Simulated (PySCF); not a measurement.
## GaCl: energy against distance

Set-up: Ga def2-TZVPP, Cl def2-TZVPP; no relativity (PySCF 2.14). Energies in eV from Ga + Cl in their ground configurations at the same level. State: ¹Σ⁺ (singlet), closed shell.

All columns are B3LYP. A positive dipole means Ga(−)Cl(+).

| R (Å) | E (eV) | μ (D) | Mulliken charge on Ga (basis-dependent) | HOMO (eV) | LUMO (eV) | Mayer bond order | ⟨S²⟩ |
| --- | --- | --- | --- | --- | --- | --- | --- |
| 1.911 | -3.805 | -0.26 | 0.11 | -6.70 | -1.40 | 1.31 | 0.00 |
| 2.000 | -4.314 | -0.87 | 0.18 | -6.92 | -1.55 | 1.24 | 0.00 |
| 2.089 | -4.599 | -1.50 | 0.25 | -7.11 | -1.69 | 1.16 | 0.00 |
| 2.155 | -4.707 | -1.97 | 0.30 | -7.24 | -1.80 | 1.11 | 0.00 |
| 2.222 | -4.747 | -2.44 | 0.34 | -7.34 | -1.91 | 1.06 | 0.00 |
| 2.289 | -4.736 | -2.91 | 0.38 | -7.42 | -2.02 | 1.02 | 0.00 |
| 2.377 | -4.665 | -3.53 | 0.42 | -7.49 | -2.16 | 0.97 | 0.00 |
| 2.489 | -4.512 | -4.28 | 0.46 | -7.51 | -2.33 | 0.92 | 0.00 |
| 2.622 | -4.273 | -5.16 | 0.50 | -7.36 | -2.53 | 0.87 | 0.00 |
| 2.800 | -3.914 | -6.26 | 0.54 | -6.97 | -2.78 | 0.81 | 0.00 |

A fit through these points gives, at Re = 2.239 Å, μ = -2.56 D and dμ/dR = -7.06 D/Å; the reduced mass is 23.2 u.

**Question.** How strong is the fundamental in the double-harmonic approximation, I = 42.26·(dμ/dR)²/μred km/mol?

**Answer.** I = 42.26·(-7.06)²/23.2 = 90.8 km/mol at B3LYP.
